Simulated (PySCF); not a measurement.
# Mg (magnesium, neutral) across methods

[Ne] 3s2, closed-shell 1S. Computed with PySCF 2.14 in ANO-RCC-VTZP, with scalar relativity by spin-free X2C-1e.

```json
{"method": "LC-wPBE", "E (hartree)": "-200.3007", "mean ε 2s (eV)": "-85.896", "mean ε 2p (eV)": "-52.301", "mean ε 3s (eV)": "-7.506", "Σ⟨r²⟩ (bohr²)": "28.33", "⟨S²⟩": "0.000"}
{"method": "PBEsol", "E (hartree)": "-199.8205", "mean ε 2s (eV)": "-79.352", "mean ε 2p (eV)": "-46.313", "mean ε 3s (eV)": "-4.673", "Σ⟨r²⟩ (bohr²)": "28.10", "⟨S²⟩": "0.000"}
{"method": "LDA", "E (hartree)": "-199.4356", "mean ε 2s (eV)": "-78.978", "mean ε 2p (eV)": "-46.415", "mean ε 3s (eV)": "-4.755", "Σ⟨r²⟩ (bohr²)": "27.66", "⟨S²⟩": "0.000"}
{"method": "PBE0", "E (hartree)": "-200.2777", "mean ε 2s (eV)": "-85.703", "mean ε 2p (eV)": "-50.568", "mean ε 3s (eV)": "-5.430", "Σ⟨r²⟩ (bohr²)": "28.15", "⟨S²⟩": "0.000"}
{"method": "PBE", "E (hartree)": "-200.2614", "mean ε 2s (eV)": "-79.610", "mean ε 2p (eV)": "-46.380", "mean ε 3s (eV)": "-4.697", "Σ⟨r²⟩ (bohr²)": "27.99", "⟨S²⟩": "0.000"}
{"method": "UHF", "E (hartree)": "-199.92010", "mean ε 2s (eV)": "-102.83", "mean ε 2p (eV)": "-62.041", "mean ε 3s (eV)": "-6.879", "Σ⟨r²⟩ (bohr²)": "29.14", "⟨S²⟩": "0.000"}
{"method": "TPSS", "E (hartree)": "-200.3981", "mean ε 2s (eV)": "-80.956", "mean ε 2p (eV)": "-46.887", "mean ε 3s (eV)": "-4.773", "Σ⟨r²⟩ (bohr²)": "28.49", "⟨S²⟩": "0.000"}
{"method": "r2SCAN", "E (hartree)": "-200.3503", "mean ε 2s (eV)": "-82.879", "mean ε 2p (eV)": "-47.996", "mean ε 3s (eV)": "-4.823", "Σ⟨r²⟩ (bohr²)": "28.49", "⟨S²⟩": "0.000"}
{"method": "M06", "E (hartree)": "-200.3689", "mean ε 2s (eV)": "-86.084", "mean ε 2p (eV)": "-50.742", "mean ε 3s (eV)": "-5.354", "Σ⟨r²⟩ (bohr²)": "27.17", "⟨S²⟩": "0.000"}
```
